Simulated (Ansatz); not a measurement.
Consider the redistribution: `C[SiH2][SiH](N)Cl` + `C=NCN[SiH3]` → `C=NC[SiH2]C` + `N[SiH](Cl)N[SiH3]`.

Isolated molecules relaxed with PBE0-D4/def2-TZVP in Ansatz; ΔE leaves out vibrations. CCSD(T)/CBS is the MP2 limit (def2-TZVPP, def2-QZVPP) plus CCSD(T) − MP2 in def2-TZVPP, frozen cores. Functionals use def2-TZVPP. B3LYP here is the variant with VWN-RPA as its local correlation; programs differ in this. One conformer a species, not always the lowest.

`C[SiH2][SiH](N)Cl`:

Cartesian coordinates in Å:
```
C 1.693 0.638 -1.410
Si 0.812 0.661 0.243
Si -1.250 -0.434 0.123
N -1.837 -0.747 1.694
Cl -0.915 -2.147 -1.030
H 1.821 -0.390 -1.754
H 1.116 1.178 -2.163
H 2.677 1.105 -1.333
H 0.597 2.058 0.716
H 1.619 -0.045 1.281
H -2.322 0.291 -0.603
H -1.224 -1.118 2.402
H -2.787 -1.051 1.837
```

`C=NCN[SiH3]`:

Cartesian coordinates in Å:
```
C -2.107 0.680 -0.174
N -1.397 -0.229 -0.675
C -0.047 0.125 -1.081
N 0.949 -0.703 -0.460
Si 1.461 -0.457 1.168
H -3.123 0.453 0.149
H -1.756 1.713 -0.038
H 0.180 1.178 -0.852
H 0.001 0.004 -2.169
H 0.924 -1.655 -0.795
H 0.448 -0.754 2.224
H 1.830 0.978 1.303
H 2.637 -1.333 1.399
```

`C=NC[SiH2]C`:

Z-matrix (Å, degrees):
```
C
N 1 1.436
Si 1 1.895 2 109.4
H 1 1.102 2 113.6 3 -123.0
H 1 1.096 2 108.9 3 116.6
C 2 1.259 1 118.7 3 110.4
C 3 1.866 1 111.2 2 56.7
H 3 1.491 1 107.7 2 178.5
H 3 1.490 1 108.0 2 -64.9
H 6 1.099 2 123.2 1 2.2
H 6 1.089 2 119.3 1 -178.1
H 7 1.092 3 111.1 1 -177.2
H 7 1.092 3 110.0 1 -56.9
H 7 1.093 3 110.8 1 62.5
```

`N[SiH](Cl)N[SiH3]`:

Cartesian coordinates in Å:
```
N 1.998 -1.189 -0.212
Si 0.755 -0.460 0.687
Cl -0.761 -1.718 1.330
N -0.051 0.688 -0.283
Si -1.743 1.053 -0.403
H 1.807 -1.613 -1.106
H 2.757 -1.651 0.263
H 1.387 0.049 1.924
H 0.556 1.278 -0.834
H -2.509 -0.018 -1.090
H -2.352 1.282 0.932
H -1.842 2.300 -1.207
```

```tsv
level	ΔE (kJ/mol)
r2SCAN-D4	-135.4
ωB97X-V	-131.4
ωB97M-V	-142.1
B3LYP	-130.5
MP2/def2-TZVPP	-147.8
CCSD/def2-TZVPP	-138.6
CCSD(T)/def2-TZVPP	-137.2
MP2/def2-QZVPP	-149.5
```

What does CCSD(T)/CBS give? (An estimate is asked.)

Computed: -139.4 kJ/mol. The listed levels differ from it by 4.0, 8.0, -2.7, 8.9, -8.4, 0.8, 2.2, -10.1 kJ/mol.

Largest T1 diagnostic among the species: 0.011.

From PBE to PBE0 (25 % exact exchange), in def2-TZVPP and without D4, ΔE moves by −8.0 kJ/mol.

CCSD(T)/CBS has its own doubt, a few kJ/mol and more with outer-core shells, so smaller differences from it don't rank the levels.
